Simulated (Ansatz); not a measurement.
Diatomic NO-, multiplicity 3 (lowest of 2S+1 = 1, 3, 5 at CCSD(T)/def2-TZVPP on PBE0 minima; our sources give no spin for the ground state, which may be another).

Constants: fifth-degree fit in 1/R to seven points, most abundant isotopes. In def2 and cc sets the state is the lowest found near the PBE0 minimum, followed along R.

Frozen-core correlation.

Codes used: Ansatz (a quantum-chemistry and plane-wave program) with Gaussian orbitals. Each number belongs to the level named beside it.

Energies at CCSD/aug-cc-pVTZ:

```csv
R (Å),E (hartree)
1.168442,-129.69476897
1.199852,-129.70140284
1.228749,-129.70479999
1.261415,-129.70607229
1.294081,-129.70512463
1.331772,-129.70184693
1.375746,-129.69577045
```

**Question.** With a reduced mass of 7.4664 u, find the minimum, the force constant and the constants.

**Answer.** A fifth-degree polynomial in 1/R puts the minimum at r_e = 1.2626 Å with force constant 897 N/m. Then ω_e = (1/2πc)√(k/μ) = 1428 cm⁻¹ and B_e = h/(8π²cμr_e²) = 1.416 cm⁻¹; the cubic and quartic terms give α_e = 0.015 and ω_e x_e = 11 cm⁻¹.
